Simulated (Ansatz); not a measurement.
```yaml
crystal:
  periodic: [false, false, false]
  atoms:
    - {symbol: C, position_ang: [0.509458, 1.557594, 1.289921]}
    - {symbol: N, position_ang: [-0.161222, 0.721689, 0.666161]}
    - {symbol: B, position_ang: [-0.637830, -0.034239, -0.392355]}
    - {symbol: C, position_ang: [0.011471, -1.390116, -0.831934]}
    - {symbol: F, position_ang: [-1.749972, 0.395012, -1.014944]}
    - {symbol: H, position_ang: [1.218470, 2.234127, 0.795467]}
    - {symbol: H, position_ang: [0.420915, 1.661069, 2.377380]}
    - {symbol: H, position_ang: [-0.718151, -2.201661, -0.749911]}
    - {symbol: H, position_ang: [0.297050, -1.336117, -1.887400]}
    - {symbol: H, position_ang: [0.893013, -1.658558, -0.249487]}
basis:
  gaussian: {orbitals: def2-TZVP, final_grid: {core_spheres: 1, valence_spheres: 1, degree: 5}}
total_charge: 1
magnetization: {spin_polarized: true, initial_magnetization: 1}
hamiltonian: {xc: {name: r2SCAN}}
```

```sh
$ ansatz run in.yaml --threads 2 --pin off --events-out ev --progress --plain --max-ram 4352MiB
```

It prints (some lines left out):

```
Functional definition: r2SCAN
1060 factors; their error is unknown
mean field evaluation 1: about -7012.3951 eV, gradient 6.7e1 eV
mean field evaluation 2: about -6974.6582 eV, gradient 1.1e2 eV
mean field evaluation 4: about -7029.9532 eV, gradient 6.7e0 eV
mean field evaluation 8: about -7030.1586 eV, gradient 5.1e-1 eV
mean field evaluation 16: about -7003.7583 eV, gradient 2.3e-1 eV
mean field -7003.75988656 eV, -257.3834285120 hartree, gradient 6.4e-5 eV, S^2 0.808481; 0 other end points of the search recorded, 0 dependent functions left out
reference -7003.75994681 eV, -257.3834307264 hartree; 19, 18 occupied and 166, 167 virtual orbitals, 1060 factors
Total energy: -7003.75994681 eV, -257.3834307264 hartree
```

In this input the integration grid is far too coarse. Self-consistency was reached. The result belongs to that input, not to the molecule as meant.
